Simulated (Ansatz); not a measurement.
Ansatz (a first-principles code) input (RPA@PBE/cc-pVQZ):

Ansatz 0.2 input:
```yaml
crystal:
  periodic: [false, false, false]
  atoms:
    - {symbol: C, position_ang: [2.09427839, -0.81167443, 0.18972980]}
    - {symbol: C, position_ang: [0.69762972, -0.31885356, 0.13496299]}
    - {symbol: C, position_ang: [-0.39723427, -0.97045921, -0.64709859]}
    - {symbol: C, position_ang: [-1.65109837, -0.16320256, -0.27012257]}
    - {symbol: C, position_ang: [-1.11055696, 1.25261945, -0.01824312]}
    - {symbol: C, position_ang: [0.26206285, 1.02105008, 0.64304384]}
    - {symbol: H, position_ang: [2.69774997, -0.43896688, -0.65422232]}
    - {symbol: H, position_ang: [2.60370502, -0.48491504, 1.10075525]}
    - {symbol: H, position_ang: [2.14161462, -1.90307620, 0.14768673]}
    - {symbol: H, position_ang: [-0.20898076, -0.89744221, -1.73202206]}
    - {symbol: H, position_ang: [-0.49474547, -2.04049259, -0.43459252]}
    - {symbol: H, position_ang: [-2.42883269, -0.19232440, -1.03415706]}
    - {symbol: H, position_ang: [-2.07965922, -0.56512937, 0.65196627]}
    - {symbol: H, position_ang: [-0.97234290, 1.76556744, -0.97392480]}
    - {symbol: H, position_ang: [-1.78128466, 1.86452323, 0.58594556]}
    - {symbol: H, position_ang: [0.97969409, 1.81660290, 0.40859943]}
    - {symbol: H, position_ang: [0.17259389, 1.01877453, 1.74033120]}
basis:
  gaussian:
    orbitals: cc-pVQZ
hamiltonian:
  xc: pbe
magnetization: {spin_polarized: true, initial_magnetization: 1}
correlation: {method: rpa, electrons: outside_noble_gas}
```

End of the output:

```
integrals: 8.52 GiB planned
3811 factors; integrals over basis functions are off by at most 1.2e-3 eV
0.91 GiB of the device are held for the grids
10.61 GiB of device memory are held for the factors and their scratch space
mean field: 11.43 GiB planned
mean field evaluation 1: about -6372.3602 eV, gradient 6.6e1 eV
mean field evaluation 2: about -6372.3602 eV, gradient 6.6e1 eV
mean field evaluation 4: about -6392.0971 eV, gradient 2.1e1 eV
mean field evaluation 8: about -6394.0096 eV, gradient 7.0e-1 eV
mean field evaluation 16: about -6394.0114 eV, gradient 6.8e-4 eV
mean field -6394.01139474 eV, -234.9755847401 hartree, gradient 4.0e-6 eV, S^2 0.753778; 0 other end points of the search recorded, 0 dependent functions left out
6 core orbitals not correlated
reference -6356.84782556 eV, -233.6098487631 hartree; 18, 17 occupied and 636, 637 virtual orbitals, 3811 factors
Total energy: -6406.14417498 eV, -235.4214561899 hartree
```

It need not be the lowest isomer of its formula.
